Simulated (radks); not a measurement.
Results of a calculation; reference values are marked as such.
Pb3+, 79 electrons, occupied as [Xe] 4f14 5d10 6s1. Level of theory: scalar-relativistic Kohn-Sham, PBE, spin-polarised, spherical densities, finite nucleus; open shells are filled with parallel spins first (spin-orbit coupling, left out, can overturn this in heavy ions); Fermi nuclear charge, rms radius 5.5012 fm (a radial shooting solver on a logarithmic mesh with Libxc functionals).

Radial electron density D(r) = 4 pi r^2 rho(r):

r (bohr)  D(r) (e/bohr)   spin D(r)
0.001982          31.53     0.00333
0.002308          38.11     0.00398
0.002665          45.24     0.00465
0.003103          53.67     0.00541
0.003583          62.41     0.00615
0.004171          72.22     0.00689
0.004817          81.74     0.00749
0.005564          91.05     0.00792
0.006477          100.0     0.00808
0.00748           107.1     0.00785
0.008708          112.3     0.00711
0.01006           114.6     0.00592
0.01171           114.1     0.00420
0.01352           111.2     0.00235
0.01562           107.0    0.000659
0.01818           102.9   -0.000371
0.02099           101.5  -0.0000126
0.02444           104.8     0.00228
0.02823           113.4     0.00627
0.03286           127.0      0.0115
0.03795           141.3      0.0157
0.04383           152.2      0.0169
0.05102           155.4      0.0130
0.05892           149.1     0.00494
0.0686            135.9    -0.00418
0.07922           124.6    -0.00719
0.09223           122.0    0.000527
0.1065            130.1      0.0159
0.123             141.7      0.0290
0.1432            145.2      0.0277
0.1654            132.8      0.0119
0.1925            108.0    -0.00160
0.2223            87.72     0.00858
0.2589            82.38      0.0394
0.2989            90.34      0.0549
0.3452            97.57      0.0328
0.4019            91.71    -0.00535
0.4642            73.39     0.00259
0.5404            50.97      0.0781
0.6241            35.90       0.150
0.7265            28.46       0.133
0.839             25.61      0.0242
0.969             22.74     -0.0672
1.128             18.16    -0.00620
1.303             13.15       0.223
1.517             8.433       0.521
1.752             5.096       0.698
2.039             2.754       0.686
2.355             1.401       0.524
2.72             0.6351       0.320
3.166            0.2346       0.149
3.656           0.07535      0.0559
4.257           0.01755      0.0146
4.916          0.003275     0.00292
5.723         0.0003838    0.000359

D(r) has 4 maxima, at r = 0.0106, 0.0494, 0.138, 0.354 bohr, and minima at 0.0207, 0.0886, 0.251 bohr, inside which lie 1.88, 11.01, 30.06 electrons.
